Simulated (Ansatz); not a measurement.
A nudged elastic band was laid between two geometries of BF3 + BrH (6 atoms, charge 0, multiplicity 1).

All numbers below come from RHF/def2-SVP (Ansatz 0.2.0).

```yaml
movable_images: 5
climbing_image: yes
spring: 5.0 eV/Å²
optimiser: lbfgs
start_path: through a guess of the saddle point
force_threshold: 0.05 eV/Å
iteration_limit: 60
end_points: relaxed
largest_step: 0.5 Å
```

First end point:

```xyz
6
Properties=species:S:1:pos:R:3
B -0.009 0.446 -0.157
F -0.009 0.691 1.121
F 1.114 0.379 -0.802
F -1.134 0.309 -0.789
Br 0.101 -2.875 1.082
H 0.081 -2.233 2.336
```

Last end point:

```xyz
6
Properties=species:S:1:pos:R:3
B 0.018 -0.493 -0.460
F 0.013 0.020 2.058
F 1.120 0.176 -0.595
F -1.124 0.106 -0.586
Br 0.079 -2.404 -0.243
H 0.039 -0.689 2.617
```

What changes between the two ends?

Bonds broken: B1–F2, Br5–H6. Bonds formed: B1–Br5, F2–H6. BF3 + BrH becomes BBrF2 + FH.

Give the energies along the band, and the barrier.

The run converged. The highest image is number 3 of 0 to 6, 207.0 kJ/mol above the first end and 110.7 kJ/mol above the last; the last end lies 96.3 kJ/mol above the first. Neighbouring images differ by up to 1.7 eV, so the band resolves the path poorly. Another band between the same ends (5 images) ends at a top of the same energy, where a vibrational analysis finds 1 clearly imaginary mode. The orbitals stay closed-shell, which can raise the energy where a bond breaks towards radicals; this wasn't checked here.

| image | path coordinate (Å) | energy (kJ/mol) | B1–F2 (Å) | Br5–H6 (Å) | B1–Br5 (Å) |
| --- | --- | --- | --- | --- | --- |
| 0 | 0.00 | 0.0 | 1.30 | 1.41 | 3.55 |
| 1 | 0.66 | 4.5 | 1.31 | 1.41 | 3.23 |
| 2 | 1.32 | 44.9 | 1.32 | 1.43 | 2.80 |
| 3 | 1.97 | 207.0 | 1.50 | 1.73 | 2.29 |
| 4 | 2.50 | 137.4 | 1.88 | 2.19 | 2.02 |
| 5 | 3.03 | 102.0 | 2.33 | 2.69 | 1.94 |
| 6 | 3.55 | 96.3 | 2.57 | 3.34 | 1.92 |

What is the geometry of the highest image?


```xyz
6
Properties=species:S:1:pos:R:3
B 0.012 -0.189 0.022
F 0.010 0.090 1.494
F 1.140 0.145 -0.529
F -1.136 0.080 -0.521
Br 0.077 -2.397 0.640
H 0.042 -1.012 1.685
```

Run time: 3.8 min on 1 thread of Arm Neoverse V2, with other jobs on the host, peak memory 0.19 GiB.
